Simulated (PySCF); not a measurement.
Si(CCH)(F)2(Me) (C3H4F2Si), SMILES C#C[Si](C)(F)F. The structure is a stationary point at PBE-D3(BJ)/def2-SVP.

Level of theory: PBE-D3(BJ)/def2-SVP in PySCF 2.14.0.

Harmonic wavenumbers (cm⁻¹): 119, 123, 137, 208, 247, 294, 352, 382, 584, 707, 712, 717, 751, 793, 881, 937, 1230, 1372, 1377, 2097, 2986, 3089, 3091, 3388. Rotational constants (GHz): 3.597, 2.055, 1.990; symmetry number 1.

Task: Work out the zero-point energy and the ideal-gas rigid-rotor harmonic-oscillator thermochemistry at 298.15 K and 1 atm.

Result: ZPE = ½ Σ hcν = ½ × 26576 cm⁻¹ = 37.99 kcal/mol. H − E(el) = 43.51 kcal/mol. Entropy in cal/(mol K): translation 39.90, rotation 27.48, vibration 18.63, total 86.00. G − E(el) = 17.86 kcal/mol. Cp = 28.37 cal/(mol K). Modes under 150 cm⁻¹ make the vibrational entropy uncertain.
